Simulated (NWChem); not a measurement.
System: GeH, doublet; SMILES [GeH]

```xyz
2

Ge     0.0000     0.0000    -0.0608
H      0.0000     0.0000     1.5957
```
Atoms are numbered in this order, from 1.

Results from NWChem. Pople sets run with spherical d functions. Spin-unrestricted. The state is orbitally degenerate and is run as one real component. Coordinates come from a B3LYP/6-31G* (spherical d), spin-unrestricted optimisation. No stability test was run on the SCF state. B3LYP is NWChem's, with the RPA form of VWN correlation. Vzz is the largest principal value of the second derivative of the potential at the nucleus (NWChem prints the opposite sign); η is the asymmetry. Non-relativistic.

```csv
level,Vzz Ge1 (a.u.),η Ge1
PBE/def2-TZVP,(withheld),0.20
PBE/6-31G*,4.326,0.14
B3LYP/def2-SVP,4.598,0.11
B3LYP/cc-pVTZ,4.863,0.19
```

What belongs in the gaps?


- PBE/def2-TZVP, Vzz Ge1 (a.u.): 5.186
